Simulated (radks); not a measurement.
Species: the indium ion In4+. Configuration: [Ar] 3d10 4s1.5 4p6 4d9 5d0.5 (fractional occupations, a model configuration). All-electron calculation, scalar-relativistic Kohn-Sham, PBE, spin-polarised, spherical densities, point nucleus; open shells are filled with parallel spins first (spin-orbit coupling, left out, can overturn this in heavy ions). Program: a radial shooting solver on a logarithmic mesh with Libxc functionals. Some entries of the table are withheld. Estimate them.

| orbital | occ. | eigenvalue (eV) | <1/r> (bohr^-1) |
|---|---|---|---|
| 1s up | 1 | -27812.12 | 51.86 |
| 1s down | 1 | -27811.95 | 51.86 |
| 2s up | 1 | -4212.691 | 11.82 |
| 2s down | 1 | -4212.287 | 11.82 |
| 2p up | 3 | -3786.907 | 11.38 |
| 2p down | 3 | -3786.568 | 11.38 |
| 3s up | 1 | -845.1247 | 4.183 |
| 3s down | 1 | -844.8169 | 4.183 |
| 3p up | 3 | -705.7053 | 3.983 |
| 3p down | 3 | -705.3699 | 3.984 |
| 3d up | 5 | -489.3488 | 3.755 |
| 3d down | 5 | -488.9229 | 3.755 |
| 4s up | 1 | -174.5259 | 1.649 |
| 4s down | 0.5 | -172.8904 | 1.648 |
| 4p up | 3 | (1) | 1.501 |
| 4p down | 3 | (2) | 1.499 |
| 4d up | 5 | (3) | 1.218 |
| 4d down | 4 | (4) | 1.213 |
| 5d up | 0.5 | -24.8926 | 0.4192 |

Answer. 
(1) 4p up eigenvalue (eV): -132.4136
(2) 4p down eigenvalue (eV): -130.8288
(3) 4d up eigenvalue (eV): -70.7847
(4) 4d down eigenvalue (eV): -69.3648
